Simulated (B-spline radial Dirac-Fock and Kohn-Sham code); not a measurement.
These are calculated numbers from an atomic code on a B-spline grid; the model is a relativistic independent-particle model: LDA orbitals of the hole state, radiative multipoles to third order, Auger rates from the Coulomb interaction with a continuum orbital, Dirac-Fock energies.

Q: A single inner-shell vacancy in a neutral atom gives this computed emission spectrum. Which element, which hole, and which lines?

```
energy (eV)  relative intensity
     3310.9                50.6
     3313.7               100.0
     3590.1                 5.1
     3590.3                10.2
```

A: Potassium (Z = 19), hole in K (1s). In order of rising energy the lines are Kα2 (K-L2), Kα1 (K-L3), Kβ3 (K-M2), Kβ1 (K-M3).
